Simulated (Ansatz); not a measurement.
Molecule (SMILES): B=[N] (BH-N), doublet.
Atoms: B1, N2, H3. Bonds: B1-N2, B1-H3.

Basis-set convergence of the highest harmonic wavenumber at MP2 with Ansatz (an electronic-structure program). Each level at its own minimum, finite differences of forces, unscaled; the reference is a large set that could be run, not a limit. All functions are spherical. Cores are frozen. Open shells are unrestricted. No added dispersion term, no relativity. Reference: the value in def2-QZVPP, 2931 cm⁻¹, itself unsure by roughly 2 cm⁻¹ (its mean distance from cc-pVQZ, aug-cc-pVTZ, def2-TZVPPD). Deviations are taken from unrounded values.

| basis | functions | highest harmonic wavenumber (cm⁻¹) | minus reference (cm⁻¹) |
|---|---|---|---|
| def2-SVP | 33 | 2949 | 18 |
| def2-TZVP | 68 | 2930 | -1 |
| def2-TZVPP | 76 | 2933 | 1 |
| def2-TZVPPD | 91 | 2931 | 0 |
| def2-QZVPP | 144 | 2931 | 0 |

The smallest set listed that lies within 10 cm⁻¹ of the reference with all its larger relatives (same family, alike in diffuse functions; a set with none counts only in the reference's own line) is def2-TZVP (68 functions, -1 cm⁻¹ off). Inside, with no larger relative to test it: def2-TZVPPD.
